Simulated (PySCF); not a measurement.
Electronic absorption of 2-vinylanisole

2-vinylanisole, C9H10O.
InChI=1S/C9H10O/c1-3-8-6-4-5-7-9(8)10-2/h3-7H,1H2,2H3

Computed with TDDFT CAM-B3LYP/def2-SVPD, vertical, gas phase, core orbitals frozen in the response (PySCF 2.14.0, density-fitted response routines). Geometry: PBE0-D3(BJ)/def2-SVP, one conformer, isolated molecule. Torsions of this conformer, `[CH2:1]=[CH:2][c:3]1[cH:4][cH:5][cH:6][cH:7][c:8]1[O:9][CH3:10]`: C1–C2–C3–C4 16°, C7–C8–O9–C10 2°.

| state | E (eV) | λ (nm) | f | main configurations (H = HOMO, L = LUMO) |
| --- | --- | --- | --- | --- |
| S1 | 4.61 | 269.2 | 0.209 | H→L (80%) |
| S2 | 5.21 | 238.1 | 0.163 | H-1→L (62%), H→L+1 (21%), H→L (13%) |
| S3 | 6.01 | 206.2 | 0.280 | H→L+1 (66%), H-1→L (28%) |
| S4 | 6.25 | 198.4 | 0.0010 | H→L+2 (72%) |
| S5 | 6.51 | 190.5 | 0.327 | H-1→L+1 (74%), H→L+6 (11%) |
| S6 | 6.63 | 186.9 | 0.012 | H→L+4 (43%), H→L+3 (40%) |
| S7 | 6.66 | 186.0 | 0.030 | H→L+3 (40%), H→L+4 (27%), H-1→L+2 (15%) |
| S8 | 6.98 | 177.5 | 0.070 | H→L+6 (49%), H-2→L (29%) |
| S9 | 7.04 | 176.2 | 0.0028 | H→L+5 (21%), H-1→L+3 (20%), H-1→L+2 (19%) |
| S10 | 7.06 | 175.5 | 0.0022 | H→L+5 (32%), H-1→L+2 (30%), H-1→L+4 (9%) |

Triplets (Tamm–Dancoff): T1 3.12 eV, H→L (77%), H-1→L (11%); T2 4.17 eV, H-1→L (57%), H→L (15%), H-1→L+1 (14%); T3 4.30 eV, H→L+1 (51%), H-1→L (16%), H-1→L+1 (14%); T4 4.70 eV, H-2→L (40%), H→L+1 (21%), H→L+6 (15%).

The lowest singlet lies at 4.61 eV (269 nm, ultraviolet) and is strong; its leading configuration is HOMO→LUMO (80%). The most intense listed level is S5 at 6.51 eV (190 nm, f = 0.327), 1.90 eV above S1. Löwdin shares by element: HOMO carbon 41% or more, oxygen 12% (atoms not listed hold the other 47%); LUMO carbon 57% or more (atoms not listed hold the other 43%). The listed states span 2.46 eV, and the widest gap between neighbours is 0.81 eV (S2 to S3). Orbital energies (eV): HOMO-3 -10.60, HOMO-2 -9.90, HOMO-1 -8.14, HOMO -7.35, LUMO 0.01, LUMO+1 1.20, LUMO+2 1.30. The oscillator strengths of these states sum to 1.098; summed over the whole spectrum of an exact calculation they would give the number of electrons, 72 (Thomas–Reiche–Kuhn). The vertical ionisation energy (ΔSCF) is 7.92 eV, 0.86 eV above S10. The window holds the lowest 10 singlets.

On Arm Neoverse V1, one thread, no GPU, on a shared host, this took 5.4 min.
